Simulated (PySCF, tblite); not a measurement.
Isomers of C6H8NO2P, one GFN2-xTB conformer each. Single-point energies are computed at PBE0/pcSseg-1 (PySCF, gas phase, no added dispersion term), electronic only.

Task: Rank them by PBE0/pcSseg-1 energy, lowest first (kcal/mol).
A. `[CH3:1][P@:2](=[O:3])([OH:4])[c:5]1[cH:6][cH:7][cH:8][cH:9][n:10]1` with C1–P2–O4–H 170°, C1–P2–C5–C6 -35°
B. `[CH3:1][P@:2](=[O:3])([OH:4])[c:5]1[cH:6][cH:7][n:8][cH:9][cH:10]1` with C1–P2–O4–H 137°, C1–P2–C5–C6 -114°
C. `[CH3:1][O:2][C:3](=[O:4])[c:5]1[p:6][cH:7][cH:8][n:9]1[CH3:10]` with C1–O2–C3–O4 0°, O2–C3–C5–P6 0°
D. `[CH3:1][P@@:2](=[O:3])([OH:4])[c:5]1[cH:6][cH:7][cH:8][n:9][cH:10]1` with C1–P2–O4–H -135°, C1–P2–C5–C6 -69°

Result: D (0.0), B (0.4), A (2.5), C (27.0).

As drawn, the lowest has an O–H bond and a P=O bond, which the highest lacks; the highest has a C=O bond and a C(=O)–O unit, which the lowest lacks. Neighbours under 2.5 kcal/mol apart (C[P@@](=O)(O)c1cccnc1 and C[P@](=O)(O)c1ccncc1; C[P@](=O)(O)c1ccncc1 and C[P@](=O)(O)c1ccccn1) can change places with a better method, another conformer or zero-point energy. GFN2-xTB itself gives, in the same order: 0.0, 0.2, 0.6, 36.0. Both levels put the same isomer lowest; measured from each level's own lowest isomer, the values differ by up to 9.0 kcal/mol (COC(=O)c1pccn1C: 36.0 against 27.0).

Task: Which frontier levels, dipoles and rotational constants go with these structures?

Result: 
```
               SMILES  HOMO (eV, PBE0/pcSseg-1)  LUMO (eV)  dipole (D)       A, B, C (MHz)
C[P@@](=O)(O)c1cccnc1                     -7.55      -1.34        4.08  2437, 786.9, 703.5
 C[P@](=O)(O)c1ccncc1                     -7.60      -1.47        2.30  2463, 776.7, 696.1
 C[P@](=O)(O)c1ccccn1                     -7.50      -1.33        4.75  2461, 811.5, 711.3
      COC(=O)c1pccn1C                     -6.67      -1.44        1.86  1965, 976.1, 657.5
```

Task: What happens when harmonic zero-point energies from GFN2-xTB frequencies are added?

Result: 
| SMILES | ZPE (kcal/mol) | electronic (kcal/mol) | with ZPE (kcal/mol) |
| --- | --- | --- | --- |
| C[P@@](=O)(O)c1cccnc1 | 82.0 | 0.0 | 0.0 |
| C[P@](=O)(O)c1ccncc1 | 82.0 | 0.4 | 0.4 |
| C[P@](=O)(O)c1ccccn1 | 82.0 | 2.5 | 2.4 |
| COC(=O)c1pccn1C | 83.6 | 27.0 | 28.6 |

The zero-point energies span 1.6 kcal/mol. The order is unchanged.
